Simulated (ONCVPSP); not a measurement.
## Before and after: ONCV potential for helium

He (Z = 2), optimised norm-conserving Vanderbilt (ONCV), made with ONCVPSP 4.0.1 (PBE, scalar-relativistic). Core none, reference 1s2. Waves: 1s: rc 0.55 bohr, ncon 3, nbas 6, qcut 9.4 1/bohr, 1 projector; p scattering state at 0.05 Ha: rc 0.50 bohr, ncon 5, nbas 8, qcut 17.7 1/bohr, 2 projectors, debl 1.5 Ha. Local part: polynomial inside 0.45 bohr (lpopt 5, dvloc0 0 Ha). Core correction: none.

Change: s: qcut 11.1; p: qcut 20.8.

Cutoffs: the cutoffs (Ha) at which the residual kinetic energy of the hardest occupied pseudo-wave falls to 1 and 0.1 mHa per electron; they do not see the model core or the augmentation charge, which bear on the density cutoff. Errors are all-electron minus pseudo energies relative to the spin-unpolarised reference configuration.

Task: What does the change do?

Result: The potential gets softer (143 Ha and 311 Ha → 68 Ha and 278 Ha); neither file shows a bound ghost.

| quantity | base | changed |
| --- | --- | --- |
| cutoff, loose | 143 Ha | 68 Ha |
| cutoff, tight | 311 Ha | 278 Ha |
| bound ghosts | none | none |
| GHOST(+) flags under 300 eV | none | none |
| error for 1s1, meV [ΔE 26.96 eV] | +8.5 | +7.1 |
| error for 1s1.5, meV [ΔE 10.55 eV] | -0.2 | 0.0 |
| s: phases at 0.56 bohr within 0.05 rad from the reference energy up to (Ha; the scan ends near 5) | to the end of the scan | to the end of the scan |
| p: phases at 0.51 bohr within 0.05 rad from the reference energy up to (Ha; the scan ends near 5) | to the end of the scan | to the end of the scan |
